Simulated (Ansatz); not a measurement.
`C=C(F)B(O)F` + `CNC` → `CN(C)B(O)F` + `C=CF`  (ligand exchange at a B–C bond)

Program: Ansatz. Geometries: PBE0-D4/def2-TZVP. ΔE: electronic, gas phase. CCSD(T)/CBS is the MP2 limit (def2-TZVPP, def2-QZVPP) plus CCSD(T) − MP2 in def2-TZVPP, frozen cores. DFT in def2-TZVPP. Each species was taken in one conformer, which may not be the lowest.

(1) Is it downhill or uphill in electronic energy at CCSD(T)/CBS, and by how much? (Best estimate.)

(2) What do these levels give: PBE-D4, ωB97X-V, ωB97M-V, PBE, PBE0, MP2/def2-TZVPP, SCS-MP2/def2-TZVPP, CCSD/def2-TZVPP, CCSD(T)/def2-TZVPP, SCS-MP2/def2-QZVPP, MP2/CBS(def2), CCSD/CBS(def2)? (Best estimate.)

Largest T1 diagnostic among the species: 0.013.

Answers

(1) Computed: Downhill: ΔE = -0.90 eV.

(2) The calculation gave: PBE-D4 -0.84, ωB97X-V -0.87, ωB97M-V -0.89, PBE -0.81, PBE0 -0.86, MP2/def2-TZVPP -0.93, SCS-MP2/def2-TZVPP -0.91, CCSD/def2-TZVPP -0.91, CCSD(T)/def2-TZVPP -0.90, SCS-MP2/def2-QZVPP -0.91, MP2/CBS(def2) -0.93, CCSD/CBS(def2) -0.91 eV.

The D4 term adds −0.04 eV with B3LYP and −0.02 eV with PBE0; it sums over pairs of atoms, weighted by their polarisabilities, and B3LYP, whose exchange is more repulsive, gets the larger term. From PBE to PBE0 (25 % exact exchange), in def2-TZVPP and without D4, ΔE moves by −0.04 eV.

B3LYP here is the variant with VWN-RPA as its local correlation; programs differ in this.
